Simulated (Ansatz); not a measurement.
Input for Ansatz (an electronic-structure program): R-PBE0/def2-TZVPP on ClH2NSi (SMILES N[Si]Cl), a point of a torsion scan.

Ansatz 0.2 input:
```yaml
crystal:
  periodic: [false, false, false]
  atoms:
    - {symbol: N, position_ang: [-0.64543545, -0.01821378, -0.08205586]}
    - {symbol: Si, position_ang: [0.86499929, -0.61899662, 0.48173501]}
    - {symbol: Cl, position_ang: [0.25336958, -2.28646184, 1.60252794]}
    - {symbol: H, position_ang: [-0.94344359, 0.91649028, 0.14822158]}
    - {symbol: H, position_ang: [-1.45332385, -0.63339850, -0.08148009]}
basis:
  gaussian:
    orbitals: def2-TZVPP
hamiltonian:
  xc: {name: PBE0}
scf: {lower_state_search: off}
```

Predict the final total energy.

-805.4034 hartree.
